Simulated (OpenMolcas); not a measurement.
**Ni6+, Pd6+, Pt6+: d4 down the group**

```yaml
Program: OpenMolcas 26.06
Method: MS-CASPT2, IPEA 0.25 Eh, imaginary shift 0.1 Eh
Basis: ANO-R2
Scalar_Hamiltonian: X2C, finite nucleus
Spin-orbit_coupling: RASSI with atomic mean-field integrals over the reference wave functions, term energies averaged over their components
```

Active space for each ion: 4 electrons in 10 orbitals (d d); closed shells correlated by CASPT2: Ni6+ 3s 3p; Pd6+ 4s 4p; Pt6+ 5s 5p.

Computed levels in cm-1 above 5D0:

| Level | Ni6+ | Pd6+ | Pt6+ |
| --- | --- | --- | --- |
| 5D1 | 287 | 957 | 7570 |
| 5D2 | 831 | 2410 | 13430 |
| 5D3 | 1593 | 4100 | 17520 |
| 5D4 | 2530 | 5920 | 19490 |
| 3H4 | 32660 | 21980 | 29010 |
| 3P1(1) | 32830 | 24080 | 35800 |
| 3H5 | 33330 | 24240 | 35970 |
| 3H6 | 34040 | 25880 | 39110 |
| 3F2(1) | 35370 | 25830 | 34120 |
| weight of 5D in the lowest level (%) | 99 | 94 | 56 |

Mixed levels, with the weight of the term that names them: Pd6+ 3H4 (72 %), Pt6+ 5D0 (56 %), Pt6+ 5D4 (52 %), Pt6+ 3H4 (52 %), Pt6+ 3P1(1) (70 %), Pt6+ 3H5 (74 %), Pt6+ 3H6 (69 %), Pt6+ 3F2(1) (58 %).

Measured, with the error of the calculation in %. Measured levels: Ni6+ from Corliss and Sugar, J. Phys. Chem. Ref. Data 10, 197 (1981).

```tsv
Level	Ni6+
5D1	279 (+2.8)
5D2	804 (+3.4)
5D3	1520 (+4.8)
5D4	2392 (+6.0)
3H4	31672 (+3.1)
3P1(1)	31836 (+3.1)
3H5	32286 (+3.2)
3H6	32877 (+3.5)
3F2(1)	34247 (+3.3)
```

The fine-structure level 5D4 changes by a factor of 7.7 from Ni6+ to Pt6+.

Without spin-orbit coupling 3H lies 31970, 20920, 18960 cm-1 above 5D in that order; the difference to the level 3H4, of either sign, comes from spin-orbit coupling, which also lowers the zero.

CASPT2 breaks the degeneracy within a term, and the mean is taken; among the terms shown or strongly mixed into the levels shown the widest spread is 870 cm-1 (5d4 1I, Pt6+). Active for correlation alone: 4d; no level in the range computed is led by a configuration that fills it, so any true level of that kind is missing (holds for Ni6+). Active for correlation alone: 5d; no level in the range computed is led by a configuration that fills it, so any true level of that kind is missing (holds for Pd6+). Active for correlation alone: 6d; no level in the range computed is led by a configuration that fills it, so any true level of that kind is missing (holds for Pt6+). The CASPT2 spread within a term exceeds the gap to the next term for 5d4 3D and 5d4 1I, so the order of their levels is uncertain (holds for Pt6+). Computed and measured levels are paired by configuration, term and J; levels that our copy of the source lacks, or whose pairing is in doubt (as where it misses far off the trend of its configuration), stay unpaired and out of the deviations. Levels of configurations outside the active space are missing.

A number in round brackets counts repeated terms of one configuration in the order of the reference energies.
